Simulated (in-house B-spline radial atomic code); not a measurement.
Radial electron density of the aluminium ion Al⁵⁺, [He] 2s2 (2p1/2)2 (2p3/2)1 (5p1/2)1. Level of theory: Dirac-Hartree-Fock, average of the jj configuration, Fermi nucleus of rms radius 3.061 fm; calculated with an all-electron radial atomic-structure program (B-spline basis).

Columns: r (bohr), 4πr²n(r) (electrons per bohr), bar.

```
 0.00511    0.419 #
 0.00624   0.6057 ##
 0.00763   0.8719 ###
 0.00932    1.243 ####
  0.0114    1.758 #####
  0.0139    2.446 #######
   0.017     3.37 ##########
  0.0207    4.532 ##############
  0.0253    5.999 ##################
  0.0309    7.728 #######################
  0.0378    9.661 #############################
  0.0462     11.6 ###################################
  0.0564    13.29 ########################################
  0.0689    14.39 ###########################################
  0.0842    14.56 ############################################
   0.103    13.63 #########################################
   0.126    11.73 ###################################
   0.153    9.514 #############################
   0.187     7.62 #######################
   0.229    6.852 #####################
    0.28    7.388 ######################
   0.342    8.577 ##########################
   0.417    9.303 ############################
    0.51     8.68 ##########################
   0.623    6.658 ####################
   0.761    4.065 ############
   0.929     1.93 ######
    1.13   0.7221 ##
    1.39   0.1861 #
    1.69  0.02179 
    2.07  0.04325 
    2.53   0.1325 
    3.09  0.08248 
    3.77 0.001095 
    4.61   0.1609 
    5.63   0.3015 #
    6.87    0.179 #
    8.39  0.04052 
    10.3 0.003079 
    12.5 8.889e-05 
    15.3 5.729e-07 
    18.7 9.12e-10
```

On this grid the curve has 4 maxima, near 0.0842, 0.417, 2.53, 5.63 bohr.

The 5p1/2 radial function P(r) = rR(r), positive near the nucleus, with its small component Q(r) (sign convention: Q ≈ (P' + κP/r)/2c):

| r (bohr) | P | Q |
| --- | --- | --- |
| 0.00624 | 0.0005833 | 0.0009309 |
| 0.00932 | 0.001241 | 0.001351 |
| 0.0139 | 0.002628 | 0.001934 |
| 0.0207 | 0.005503 | 0.00271 |
| 0.0309 | 0.01137 | 0.003698 |
| 0.0462 | 0.0229 | 0.004838 |
| 0.0689 | 0.04392 | 0.005923 |
| 0.103 | 0.07905 | 0.006568 |
| 0.153 | 0.1275 | 0.006199 |
| 0.229 | 0.1765 | 0.004272 |
| 0.342 | 0.1818 | 0.000931 |
| 0.51 | 0.08126 | -0.002419 |
| 0.761 | -0.1351 | -0.003472 |
| 1.13 | -0.2857 | -0.0009416 |
| 1.69 | -0.04303 | 0.002401 |
| 2.53 | 0.3639 | 0.0009536 |
| 3.77 | -0.03304 | -0.001927 |
| 5.63 | -0.5491 | -0.0003401 |
| 8.39 | -0.2013 | 0.0003449 |
| 12.5 | -0.009428 | 2.674e-05 |
